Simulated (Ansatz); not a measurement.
Basis sets compared for the cluster Nb₂S₂⁺ (the lowest doublet isomer of a short search). Total charge 1; doublet. Geometry PBE-D4/def2-SVP. Ansatz on 4 threads of Intel Xeon 6975P-C on a shared host; times are rough, and most runs start from earlier orbitals.

```csv
atom,x (Å),y (Å),z (Å)
Nb1,-0.269,-0.278,1.209
Nb2,-0.743,0.533,-0.881
S3,1.060,1.448,0.321
S4,-0.047,-1.703,-0.648
```

In the def2 sets Nb takes a core potential; there is no spin–orbit coupling. The structure comes from a short search, and lower isomers may exist.

```csv
level,functions,energy (Eh),HOMO (eV),LUMO (eV),wall time
PBE-D4/def2-SVP,98,-909.6279,-9.40,-8.86,1.6 s
PBE0-D4/def2-SVP,98,-909.5914,-10.33,-7.95,2.7 s
```

Estimate the rows for PBE-D4/def2-TZVP, PBE0-D4/def2-TZVP.


```csv
level,functions,energy (Eh),HOMO (eV),LUMO (eV),wall time
PBE-D4/def2-TZVP,154,-909.9392,-9.31,-8.76,2.7 s
PBE0-D4/def2-TZVP,154,-909.9016,-10.21,-7.83,7.5 s
```
